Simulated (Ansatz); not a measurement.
`BCBF` + HBr → `BBr` + `CBF` at 700 K and 1 bar (ligand exchange at a B–C bond).

Gas-phase electronic energies from Ansatz, PBE0-D4/def2-TZVP geometries. CCSD(T)/CBS is the MP2 limit (def2-TZVPP, def2-QZVPP) plus CCSD(T) − MP2 in def2-TZVPP, frozen cores. This one scheme is used for every species. For Br outer-core shells are correlated without core-valence functions, which leaves a few kJ/mol of doubt a bond. Scalar relativity is left out up to krypton. Each species was taken in one conformer, which may not be the lowest.

| species | CCSD(T)/CBS energy (Eh) | H − E (kJ/mol) | S (J/(mol·K)) |
| --- | --- | --- | --- |
| `BCBF` | -190.47993 | 227.2 | 398.6 |
| HBr | -2573.91920 | 36.5 | 223.7 |
| `BBr` | -2599.32470 | 85.7 | 289.3 |
| `CBF` | -165.10297 | 181.4 | 343.0 |

H − E and S are ideal-gas, rigid-rotor, harmonic terms from PBE0-D4/def2-TZVP, for one conformer and one mirror image of each species. 1 Eh = 2625.50 kJ/mol, R = 8.31446 J/(mol·K).

Q: By hand: ΔE, ΔH, ΔS and ΔG.

A: ΔE = (-2599.32470) + (-165.10297) − (-190.47993) − (-2573.91920) = -0.02854 Eh = -74.9 kJ/mol. Δ(H − E) = 85.7 + 181.4 − 227.2 − 36.5 = 3.4, so ΔH = -71.5 kJ/mol. ΔS = 289.3 + 343.0 − 398.6 − 223.7 = 10.0 J/(mol·K). ΔG = -71.5 − 700 × (10.0)/1000 = -78.5 kJ/mol.

Q: By hand: the equilibrium constant, and the temperature at which ΔG would vanish if ΔH and ΔS stayed fixed.

A: log₁₀ K = −ΔG/(RT ln 10) = 5.9. ΔH and −TΔS have one sign here, so there is no such temperature.

The number of gas molecules stays the same, so ΔS is small and ΔH decides. A doubt of 5 kJ/mol in ΔE shifts log₁₀ K by 0.4 here. Other conformers and mirror images would add mixing entropy, several J/(mol·K) or more a flexible species. These are equilibria of isolated gas molecules and say nothing of rates. Largest T1 diagnostic: 0.013 (customary marks: 0.02 for closed shells, 0.045 for open ones).

ΔS is within the doubt of such terms, so its sign, and with it that verdict, could turn.
